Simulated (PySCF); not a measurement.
germane (H4Ge), SMILES [GeH4]. Atoms are numbered in the order given.

```xyz
5

Ge     0.0000     0.0000     0.0000
H      0.8867    -0.8867    -0.8867
H     -0.8867    -0.8867     0.8867
H     -0.8867     0.8867    -0.8867
H      0.8867     0.8867     0.8867
```
Charge 0, spin multiplicity 1.

The structure is a stationary point at B3LYP-D3(BJ)/def2-TZVP.

These are B3LYP/pcSseg-1 (PySCF) values and carry that method's errors.

GIAO shieldings, no solvent; atoms alike by connectivity are averaged. δ = σ(ref) − σ: ¹H against TMS (σ = 31.68 ppm), references at their B3LYP-D3(BJ)/def2-TZVP geometries, non-relativistic.

| nucleus | atoms | count | δ (ppm) |
|---|---|---|---|
| ¹H | H2, H3, H4, H5 | 4 | 3.85 |
